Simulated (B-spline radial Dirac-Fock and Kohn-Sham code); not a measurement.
## What relativity does to the binding energies of Ce⁹⁺

System: Ce⁹⁺, 1s2 2s2 2p6 3s2 3p6 3d10 4s2 4p6 4d10 5s2 5p1.

Both columns are ΔSCF binding energies of the configuration average from a B-spline atomic structure program: non-relativistic Hartree-Fock with a point nucleus, and Dirac-Fock with a finite nucleus and the Coulomb interaction alone, averaged over the two j levels with weights 2j+1.

```
shell  Hartree-Fock (eV)  Dirac-Fock (eV)  shift (eV)  shift (%)
   1s            38798.0          40748.1    +1950.03      +5.03
   2s             6232.1           6722.5     +490.49      +7.87
   2p             5884.8           6034.5     +149.70      +2.54
   3s             1484.2           1593.8     +109.62      +7.39
   3p             1333.1           1368.8      +35.77      +2.68
   3d             1054.8           1042.1      -12.69      -1.20
   4s              419.9            444.9      +24.99      +5.95
   4p              360.6            367.7       +7.13      +1.98
   4d              255.6            252.3       -3.32      -1.30
   5s              151.8            157.6       +5.81      +3.82
   5p              135.7            137.3       +1.57      +1.16
```

Relativity binds 1s, 2s, 2p, 3s, 3p, 4s, 4p, 5s, 5p more strongly, among those listed most of all 2s in relative terms, and 3d, 4d more weakly, because the contracted s and p shells screen the nucleus better.

Values without a named source are computed, but for edge energies of neutral atoms, which are taken from tables.
